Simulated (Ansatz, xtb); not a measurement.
# Isomers of C6H5NO3 in order of energy

3 gas-phase structures of C6H5NO3, from a drawn sample of its isomers (lower ones may exist). Each was relaxed with GFN2-xTB; where two conformers were screened, the lower at r2SCAN-D4/def2-SVP is listed:

A. `C=C[C@@]1(C#N)COC(=O)O1`, a singlet
B. `C=C[C@@H]1OC(=O)O[C@H]1C#N`, a singlet
C. `C=C[C@@H]1OC(=O)O[C@@H]1C#N`, a singlet

Q: Estimate their order in r2SCAN-D4/def2-SVP energy at these geometries, lowest first.

A: Calculated order at r2SCAN-D4/def2-SVP: B (0.0), A (0.9), C (1.4) kcal/mol. Less than 1 kcal/mol parts B and A; A and C, so the order within those pairs means little.

Energies above the lowest of each column, in kcal/mol; the last columns are at PBE-D3(BJ)/def2-SVP geometries:

| structure | GFN2-xTB | HF/STO-3G | r2SCAN-D4/def2-SVP | PBE-D3(BJ)/def2-SVP | CCSD(T)/def2-SVP + ΔMP2/def2-TZVPP |
| --- | --- | --- | --- | --- | --- |
| B | 0.1 | 0.0 | 0.0 | 0.0 | 0.0 |
| A | 0.0 | 0.4 | 0.9 | 0.8 | 0.3 |
| C | 0.7 | 0.9 | 1.4 | 0.5 | 0.5 |

Every level run on B puts it lowest or level with the lowest. Flexible structures stand in one conformer each, not always the lowest. Frequencies (GFN2-xTB) were run for A, B alone. ΔMP2 is the change of the MP2 energy from the smaller to the larger basis.

Programs: Ansatz 0.2.0, xtb 6.7.1.
